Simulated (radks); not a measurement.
Task: The mean radii <r> (bohr) of the occupied orbitals of an atom or ion are listed with their occupations. Calculated with a radial shooting solver on a logarithmic mesh with Libxc functionals: scalar-relativistic Kohn-Sham, LDA (Slater exchange, VWN5 correlation), spin-polarised, spherical densities, point nucleus.

orbital  occ.      <r>
1s up       1  0.03114
1s down     1  0.03114
2s up       1   0.1351
2s down     1   0.1351
2p up       3   0.1177
2p down     3   0.1177
3s up       1   0.3692
3s down     1   0.3691
3p up       3   0.3680
3p down     3   0.3679
3d up       5   0.3459
3d down     5   0.3457
4s up       1   0.9011
4p up       3   0.9806
4p down     3   0.9827
4d up       5    1.247
4d down     4    1.255
5s up       1    2.406

Name the element and its charge. Open shells, if any, are filled with parallel spins first.

Result: Z = 47, silver, charge +2: Ag2+ in [Ar] 3d10 4s1 4p6 4d9 5s1. The 1s radius gives Z: for a bare nucleus <r> = (2 gamma + 1)/(2Z) with gamma = sqrt(1 - (Z/c)^2), 0.03062 bohr for Z = 47, and screening makes it slightly larger (0.03114 here). The occupations add up to 45, and the charge is Z minus that.
